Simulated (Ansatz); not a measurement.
Mulliken charges of C₂HCl₂FHf (`C#[C][Hf]([F])([Cl])[Cl]`) from PBE/def2-TZVPP in Ansatz (PBE0-D4/def2-TZVP geometry).

| atom | x (Å) | y (Å) | z (Å) | charge (e) |
| --- | --- | --- | --- | --- |
| C1 | 1.646 | -1.348 | 0.712 | -0.206 |
| C2 | 0.743 | -0.636 | 0.322 | -0.158 |
| Hf3 | -0.870 | 0.616 | -0.372 | 0.839 |
| F4 | -2.288 | -0.510 | -0.891 | -0.257 |
| Cl5 | -0.124 | 1.852 | -2.199 | -0.212 |
| Cl6 | -1.549 | 1.999 | 1.374 | -0.212 |
| H7 | 2.441 | -1.973 | 1.054 | 0.206 |

Problem. By hand: the dipole of these point charges (1 e Å = 4.8032 D).

Solution. Σ q r = (0.259, -0.197, 0.111) e Å, of length 0.344 e Å = 1.65 D.

Problem. How does the dipole of the full density compare? (Estimate.)

Solution. The calculation gave: (0.237, -0.186, 0.102) e Å, 1.53 D; the point charges give 1.08 times that, at 1° from its direction.

Point charges leave out the atoms' own dipoles, such as those of lone pairs, and Mulliken's split depends on the basis, so the close match here is no proof of good charges.
